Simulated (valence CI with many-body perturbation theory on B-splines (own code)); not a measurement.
The numbers below are computed, except where a source is named.
Energy levels of Pd XXXIV

Level of theory: valence CI with perturbative core correlation (CI+MBPT): three valence electrons over a frozen Dirac-Fock core [Ne], radial functions for each j: 11 s, 11 p, 10 d, 8 f, 5 g, 2 h, with the one-electron correlation potential Σ1, the two-electron term Σ2, the three-electron term Σ3, Breit, model QED; selected CI, second order for the rest, scaled by the run's own slope (own B-spline code, finite nucleus).

No measured spectrum was set against this ion. As an estimate, large intervals hold to a few tenths of a per cent, small ones and those within an open d or f shell to about a per cent.

Levels 1 to 45 of 154, with energies above the lowest level, (3s^2 3p1/2) J=1/2. "Leading %" is the weight of the configuration and term that name the level; weights of strongly mixed levels are sums over their largest components and can fall short. In the jj column 3d3/2^4 stands for four electrons in 3d with j = 3/2.

```csv
No.,Configuration,Term,J,E (cm⁻¹),Leading %,Second component,g,Leading jj
1,3s²3p,²P°,1/2,0,99,,0.660,3s^2 3p1/2 (99 %)
2,3s²3p,²P°,3/2,313850,98,,1.330,3s^2 3p3/2 (98 %)
3,3s3p²,⁴P,1/2,629760,76,18 % 3s3p² ²S,2.437,3s 3p1/2^2 (87 %)
4,3s3p²,⁴P,3/2,846440,95,,1.691,3s 3p1/2 3p3/2 (97 %)
5,3s3p²,⁴P,5/2,914000,56,41 % 3s3p² ²D,1.421,3s 3p1/2 3p3/2 (91 %)
6,3s3p²,²D,3/2,1017000,70,14 % 3s3p² ²P,0.892,3s 3p1/2 3p3/2 (80 %)
7,3s3p²,²P,1/2,1087900,71,16 % 3s3p² ⁴P,1.144,3s 3p1/2 3p3/2 (83 %)
8,3s3p²,²D,5/2,1191900,41,41 % 3s3p² ⁴P,1.360,3s 3p3/2^2 (79 %)
9,3s²3d,²D,3/2,1321000,72,24 % 3s3p² ²P,0.927,3s^2 3d3/2 (72 %)
10,3s3p²,²S,1/2,1404100,68,22 % 3s3p² ²P,1.742,3s 3p3/2^2 (93 %)
11,3s²3d,²D,5/2,1420100,78,17 % 3s3p² ²D,1.207,3s^2 3d5/2 (78 %)
12,3s3p²,²P,3/2,1446300,59,23 % 3s3p² ²D,1.140,3s 3p3/2^2 (81 %)
13,3p³,²P°,3/2,1682700,32,28 % 3p³ ²D°,1.242,3p1/2^2 3p3/2 (80 %)
14,3s3p3d,⁴F°,3/2,1787800,82,10 % 3s3p3d ²D°,0.522,3s 3p1/2 3d3/2 (91 %)
15,3s3p3d,⁴F°,5/2,1821000,52,23 % 3s3p3d ²D°,1.082,3s 3p1/2 3d3/2 (79 %)
16,3s3p3d,⁴F°,5/2,1894000,27,24 % 3p³ ²D°,1.196,3s 3p1/2 3d5/2 (64 %)
17,3p³,⁴S°,3/2,1913000,51,19 % 3s3p3d ²D°,1.415,3p1/2 3p3/2^2 (67 %)
18,3s3p3d,⁴F°,7/2,1937400,71,18 % 3s3p3d ⁴D°,1.258,3s 3p1/2 3d5/2 (81 %)
19,3s3p3d,⁴D°,3/2,1939900,53,28 % 3s3p3d ⁴P°,1.338,3s 3p1/2 3d3/2 (66 %)
20,3s3p3d,⁴D°,1/2,1940400,77,15 % 3s3p3d ²P°,0.304,3s 3p1/2 3d3/2 (88 %)
21,3s3p3d,⁴P°,5/2,1961900,42,20 % 3p³ ²D°,1.385,3s 3p1/2 3d5/2 (72 %)
22,3p³,²P°,1/2,2062900,83,16 % 3s3p3d ²P°,0.660,3p1/2 3p3/2^2 (83 %)
23,3s3p3d,²F°,5/2,2078600,73,23 % 3p³ ²D°,0.945,3s 3p1/2 3d5/2 (47 %)
24,3s3p3d,²D°,3/2,2131700,37,24 % 3p³ ²D°,0.988,3s 3p1/2 3d5/2 (28 %)
25,3s3p3d,⁴F°,9/2,2150500,100,,1.330,3s 3p3/2 3d5/2 (100 %)
26,3s3p3d,⁴D°,5/2,2175600,59,12 % 3s3p3d ⁴F°,1.317,3s 3p3/2 3d3/2 (82 %)
27,3s3p3d,⁴P°,3/2,2177400,45,36 % 3s3p3d ⁴D°,1.433,3s 3p3/2 3d3/2 (89 %)
28,3s3p3d,⁴P°,1/2,2180300,89,10 % 3s3p3d ⁴D°,2.386,3s 3p3/2 3d3/2 (97 %)
29,3s3p3d,⁴D°,7/2,2181700,69,24 % 3s3p3d ⁴F°,1.359,3s 3p3/2 3d3/2 (49 %)
30,3s3p3d,²P°,3/2,2231400,27,18 % 3s3p3d ⁴P°,1.344,3s 3p3/2 3d5/2 (61 %)
31,3s3p3d,²D°,5/2,2263000,50,32 % 3s3p3d ⁴P°,1.307,3s 3p3/2 3d5/2 (91 %)
32,3s3p3d,²D°,3/2,2314800,63,16 % 3p³ ²P°,1.009,3s 3p3/2 3d3/2 (56 %)
33,3s3p3d,²F°,7/2,2337700,96,,1.147,3s 3p3/2 3d5/2 (69 %)
34,3s3p3d,²F°,5/2,2407800,80,11 % 3s3p3d ²D°,0.915,3s 3p3/2 3d3/2 (86 %)
35,3s3p3d,²P°,1/2,2415700,84,12 % 3s3p3d ⁴D°,0.628,3s 3p3/2 3d3/2 (52 %)
36,3s3p3d,²F°,7/2,2416200,85,10 % 3s3p3d ⁴D°,1.173,3s 3p3/2 3d5/2 (78 %)
37,3s3p3d,²P°,1/2,2463800,84,15 % 3p³ ²P°,0.665,3s 3p3/2 3d5/2 (50 %)
38,3s3p3d,²P°,3/2,2496700,84,8 % 3s3p3d ²D°,1.289,3s 3p3/2 3d5/2 (89 %)
39,3s3p3d,²D°,5/2,2506800,69,15 % 3s3p3d ²F°,1.135,3s 3p3/2 3d5/2 (82 %)
40,3s3p3d,²P°,3/2,2546100,26,25 % 3p³ ²P°,1.113,3p3/2^3 (44 %)
41,3p²3d,⁴F,3/2,2602700,48,20 % 3p²3d ²D,0.717,3p1/2^2 3d3/2 (94 %)
42,3p²3d,⁴F,5/2,2703400,32,26 % 3p²3d ⁴D,1.171,3p1/2^2 3d5/2 (83 %)
43,3p²3d,²F,5/2,2812700,59,32 % 3p²3d ⁴F,0.916,3p1/2 3p3/2 3d3/2 (87 %)
44,3p²3d,²P,3/2,2849900,38,34 % 3p²3d ⁴F,0.985,3p1/2 3p3/2 3d3/2 (92 %)
45,3p²3d,²F,7/2,2858200,42,25 % 3p²3d ²G,1.108,3p1/2 3p3/2 3d3/2 (76 %)
```

The ionisation energy to 3s² ¹S0 of the next ion comes out as 2035.2 eV (NIST: 2016 ± 9 eV (semi-empirical), further off than twice its uncertainty). All 154 levels together are meant to be complete up to 8034300 cm⁻¹.
